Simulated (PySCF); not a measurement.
Cl$_{2}$O$_{2}$W (SMILES [O]=[W](=[O])([Cl])[Cl]), singlet, at a GFN2-xTB geometry (such geometries of metal compounds can be far from the true shape) (core potentials on W), with bond 3-1 at 1.3 times its length. Base run: DF-SVWN5/def2-SVP (PySCF).

The PySCF input:
```python
from pyscf import gto, scf, dft

mol = gto.Mole()
mol.atom = '''
    W     0.220708   -0.043837    0.072484
    O     1.421067   -0.597577   -0.956774
    O     0.863681    0.238379    2.134167
    Cl   -0.535690    1.843740   -0.688017
    Cl   -1.430390   -1.453238    0.042322
'''
mol.basis = 'def2-svp'
mol.ecp = {'W': 'def2-svp'}
mol.charge = 0
mol.spin = 0
mol.verbose = 4
mol.build()

mf = dft.RKS(mol)
mf.xc = 'lda,vwn'
mf = mf.density_fit(auxbasis='def2-universal-jkfit')
mf.kernel()
```

Each row names what was changed in the base input (with any setting that the change needs).

```tsv
change	ΔE vs base (mEh)	SCF cycles	outcome
base	0.000	16	converged
conv_tol = 1e-4	0.675	11	converged
level_shift = 0.1 (with mf.max_cycle = 100)	0.000	23	converged
diis_space = 20	0.000	16	converged
init_guess = huckel	0.000	23	converged
conv_tol = 1e-12	0.000	18	converged
solver = newton	0.000	-	converged
init_guess = atom	0.000	17	converged
init_guess = sap	0.000	31	converged
DIIS = EDIIS	-	50	not converged
conv_tol_grad = 1e-3	0.000	16	converged
conv_tol = 1e-6	0.000	14	converged
diis = off; damp = 0.6 (with mf.diis_start_cycle = 200; with mf.max_cycle = 150)	-	150	not converged
```
